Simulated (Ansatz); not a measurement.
Geometry optimisation, Ansatz, RKS B3LYP-D4/6-31G.

Input:

```yaml
crystal:
  periodic: [false, false, false]
  atoms:
    - { symbol: B, position_ang: [0.0, 0.0, 0.0] }
    - { symbol: O, position_ang: [0.0, 0.0, 1.41] }
    - { symbol: H, position_ang: [-0.9095, -0.2814, 1.7471] }
    - { symbol: C, position_ang: [1.3856, 0.0, -0.8] }
    - { symbol: H, position_ang: [1.7152, -1.0462, -0.9702] }
    - { symbol: H, position_ang: [1.2491, 0.508, -1.7774] }
    - { symbol: H, position_ang: [2.1552, 0.5381, -0.2082] }
    - { symbol: F, position_ang: [-1.1431, 0.0, -0.66] }
basis:
  gaussian: { orbitals: "6-31G" }
hamiltonian:
  xc: b3lyp
  dispersion: d4
relax:
  f_tol: 0.02
  max_steps: 40
```

Launched with:

```bash
$ ansatz run input.yaml --threads 1 --pin off --max-ram 2048MiB --backend cpu --events-out ev --progress --plain --runs-dir out
```

Q: Where does it end, and by what steps?

A: The run converged. The force dipped under the threshold on the way, but the program's further checks kept it going. Limits of this set-up: no polarisation functions. After 14 steps the energy has fallen by 0.252 eV; F8 moved furthest, 0.40 Å.

| step | energy less start (eV) | largest force component (eV/Å) | accepted |
| --- | --- | --- | --- |
| 0 | 0.0000 | 3.557 | yes |
| 1 | -0.1424 | 2.082 | yes |
| 2 | -0.2071 | 1.477 | yes |
| 3 | -0.2436 | 0.111 | yes |
| 4 | -0.2482 | 0.039 | yes |
| 5 | -0.2352 | 0.467 | no |
| 6 | -0.2503 | 0.017 | yes |
| 7 | -0.2500 | 0.158 | no |
| 8 | -0.2510 | 0.084 | yes |
| 9 | -0.2502 | 0.194 | no |
| 10 | -0.2517 | 0.017 | yes |
| 11 | -0.2520 | 0.024 | yes |
| 12 | -0.2521 | 0.048 | yes |
| 13 | -0.2522 | 0.037 | yes |
| 14 | -0.2523 | 0.002 | yes |

```xyz
8
Properties=species:S:1:pos:R:3
B 0.038 -0.097 0.002
O -0.042 0.099 1.356
H -0.911 0.016 1.788
C 1.379 0.009 -0.778
H 1.622 -0.946 -1.262
H 1.304 0.753 -1.582
H 2.206 0.286 -0.120
F -1.144 -0.402 -0.663
```

Whether the end is a true minimum wasn't checked by a vibrational analysis.

Time of the run: 29 s on 1 thread of Arm Neoverse V1 (shared host), peak memory 0.14 GiB.
